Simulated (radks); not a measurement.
The numbers below are computed, except where a source is named.
All-electron atom: the vanadium ion V2+ in [Ne] 3s2 3p4 3d3 4p2 (not the ground configuration). Code: a radial shooting solver on a logarithmic mesh with Libxc functionals. Model: non-relativistic Kohn-Sham, PBE, spin-polarised, spherical densities, point nucleus; open shells are filled with parallel spins first. Some entries of the table are withheld. Estimate them.

| orbital | occ. | eigenvalue (eV) | <1/r> (bohr^-1) |
|---|---|---|---|
| 1s up | 1 | -5367.560 | 22.53 |
| 1s down | 1 | -5366.650 | 22.53 |
| 2s up | 1 | -634.0562 | 4.738 |
| 2s down | 1 | -631.8833 | 4.746 |
| 2p up | 3 | -541.3218 | 4.681 |
| 2p down | 3 | -539.1356 | 4.687 |
| 3s up | 1 | -105.5310 | 1.518 |
| 3s down | 1 | -97.8691 | 1.504 |
| 3p up | 3 | (1) | 1.412 |
| 3p down | 1 | (2) | 1.394 |
| 3d up | 3 | -38.6513 | (3) |
| 3d down | 0 | -31.9143 | (4) |
| 4s up | 0 | -24.2917 | 0.5332 |
| 4p up | 2 | -18.4370 | 0.4674 |
| 4d up | 0 | -10.3996 | 0.3503 |

Answer. 
(1) 3p up eigenvalue (eV): -79.6447
(2) 3p down eigenvalue (eV): -72.2032
(3) 3d up <1/r> (bohr^-1): 1.162
(4) 3d down <1/r> (bohr^-1): 1.133
